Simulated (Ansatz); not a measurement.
`[NH2][Sn][SH]` + `[OH][In]([OH])[Br]` → `[NH2][Sn][OH]` + `[OH][In]([SH])[Br]`  (redistribution)

Isolated molecules relaxed with PBE0-D4/def2-TZVP in Ansatz; ΔE leaves out vibrations. CCSD(T)/CBS adds triple-zeta CCSD(T) − MP2 to the extrapolated MP2 energy (def2 sets, frozen cores). DFT in def2-TZVPP. def2 core potentials past Kr. For Br, In, Sn outer-core shells are correlated without core-valence functions, which leaves a few kJ/mol of doubt a bond. Scalar relativity is left out up to krypton. Each species was taken in one conformer, which may not be the lowest.

(1) Is it downhill or uphill in electronic energy at CCSD(T)/CBS, and by how much? (Best estimate.)

(2) What do these levels give: r2SCAN-D4, ωB97M-V, CCSD/def2-TZVPP, MP2/def2-QZVPP, SCS-MP2/def2-QZVPP, MP2/CBS(def2)? (Best estimate.)

Largest T1 diagnostic among the species: 0.017.

## Answers

(1) Computed: Downhill: ΔE = -28.8 kJ/mol.

(2) The calculation gave: r2SCAN-D4 -28.5, ωB97M-V -32.5, CCSD/def2-TZVPP -31.0, MP2/def2-QZVPP -29.8, SCS-MP2/def2-QZVPP -29.7, MP2/CBS(def2) -29.4 kJ/mol.
